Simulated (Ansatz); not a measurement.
Reaction (formal hydrolysis of a B–Si bond): `CB[SiH2]Cl` + H₂O → `CBO` + `[SiH3]Cl`

Program: Ansatz. Geometries: PBE0-D4/def2-TZVP. ΔE: electronic, gas phase. CCSD(T)/CBS adds triple-zeta CCSD(T) − MP2 to the extrapolated MP2 energy (def2 sets, frozen cores). This one scheme is used for every species. Functionals use def2-TZVPP. Each species was taken in one conformer, which may not be the lowest.

`CB[SiH2]Cl`:

```xyz
10

C     0.959    0.556   -1.137
B    -0.202   -0.331   -0.618
Si   -0.777   -0.244    1.311
Cl   -2.030   -1.792    1.868
H     1.253    1.400   -0.511
H     1.821   -0.135   -1.158
H     0.834    0.883   -2.173
H    -0.734   -1.097   -1.370
H    -1.512    1.030    1.552
H     0.388   -0.271    2.236
```

H₂O:

```xyz
3

O    -0.293    0.075    0.245
H    -0.195   -0.686   -0.331
H     0.487    0.611    0.086
```

`CBO`:

Cartesian coordinates in Å:
```
C 0.050 -0.462 0.893
B -0.169 0.094 -0.547
O 0.484 1.218 -0.934
H 0.745 0.135 1.486
H 0.421 -1.492 0.847
H -0.906 -0.522 1.424
H -0.907 -0.449 -1.333
H 0.283 1.478 -1.836
```

`[SiH3]Cl`:

```xyz
5

Si   -0.120    0.042   -0.015
Cl    1.804   -0.633    0.228
H    -0.577   -0.319   -1.376
H    -0.128    1.513    0.158
H    -0.978   -0.602    1.005
```

| level | ΔE (kJ/mol) |
| --- | --- |
| PBE-QIDH | -166.6 |
| RPA@PBE/def2-TZVPP | -168.8 |
| SCS-MP2/def2-TZVPP | -173.8 |
| HF/def2-QZVPP | -181.3 |

Task: What does CCSD(T)/CBS give? (Best estimate.)

Result: Computed: -162.2 kJ/mol. The listed levels differ from it by -4.4, -6.6, -11.6, -19.1 kJ/mol.

Largest T1 diagnostic among the species: 0.012.

From BLYP to BHLYP (50 % exact exchange), in def2-TZVPP and without D4, ΔE moves by −4.4 kJ/mol. Leaving LDA and LC-ωPBE aside and taking each functional with its dispersion term where it has one, the values, not all of them listed here, spread over 21.4 kJ/mol, from CAM-B3LYP-D4 to revPBE-D4. LDA lies −6.9 kJ/mol from PBE without D4. The D4 term adds +6.2 kJ/mol with B3LYP and +3.6 kJ/mol with PBE0; it sums over pairs of atoms, weighted by their polarisabilities, and B3LYP, whose exchange is more repulsive, gets the larger term.

B3LYP here is the variant with VWN-RPA as its local correlation; programs differ in this.
